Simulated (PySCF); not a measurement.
**How methods differ on the ionisation energy of Re²⁺**

Re²⁺ [Xe] 4f14 5d5 (6S) → Re³⁺ [Xe] 4f14 5d4 (5D), as a difference of total energies. All numbers are calculated (PySCF 2.14, the spin-free X2C one-electron Hamiltonian (Gaussian nucleus), in ANO-RCC-VTZP (8s7p5d3f2g1h, 104 functions)). Correlated levels: valence: [Xe] 4f14 frozen. The calculations carry no spin-orbit coupling.

```csv
method,ionisation energy (eV)
UHF,27.234
LDA,28.604
PBE,28.340
PBE0,28.279
r2SCAN,28.286
MP2 (valence),27.761
SCS-MP2 (valence),27.410
```

Problem. How much does correlation contribute at MP2 (valence)?

Solution. 27.761 − (27.234) = 0.527 eV, measured against UHF.

A first-order spin-orbit estimate (lowest level to lowest level, LS coupling) adds -0.651 eV.

Errors of the correlated levels include the incompleteness of this basis and the frozen core.

For comparison: 27 ± 1.6 eV (theoretical estimate listed by NIST; NIST Atomic Spectra Database, ionization energies).
